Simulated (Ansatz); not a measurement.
One change: `FCC(F)F` becomes `FCC(F)Br`.

Ansatz, PBE0-D4/def2-TZVP geometries, multiplicity 1. Each molecule was computed in one conformer, which needn't be the lowest.

Scalar relativity is left out up to krypton. Spin–orbit coupling is left out; it splits and shifts lone-pair levels of the heavy atoms by tenths of an eV.

```csv
property,`FCC(F)F`
size of the dipole moment (B3LYP/def2-TZVPP) / D,1.50
HOMO energy (PBE/def2-TZVPP) / eV,-7.94
HOMO energy (PBE0/def2-TZVPP) / eV,-9.73
size of the dipole moment (PBE/def2-TZVPP) / D,1.38
HOMO–LUMO gap (PBE/def2-TZVPP) / eV,8.18
LUMO energy (PBE/def2-TZVPP) / eV,0.24
```

(1) Give the same properties after the change, and the shifts. (Best estimate.)

Answers

(1) The calculation gave: 
```csv
property,`FCC(F)Br`,shift
size of the dipole moment (B3LYP/def2-TZVPP) / D,1.45,-0.05
HOMO energy (PBE/def2-TZVPP) / eV,-7.05,0.89
HOMO energy (PBE0/def2-TZVPP) / eV,-8.40,1.33
size of the dipole moment (PBE/def2-TZVPP) / D,1.45,0.07
HOMO–LUMO gap (PBE/def2-TZVPP) / eV,5.75,-2.43
LUMO energy (PBE/def2-TZVPP) / eV,-1.31,-1.55
```

With PBE0 the HOMO rises by 1.33 eV and the LUMO falls by 1.65 eV, so the gap narrows by about 2.98 eV. PBE moves the HOMO by 0.89 eV and ωB97M-V by 1.48 eV. Dipoles are sizes alone; their direction can turn.

B3LYP here is the variant with VWN-RPA as its local correlation; programs differ in this.
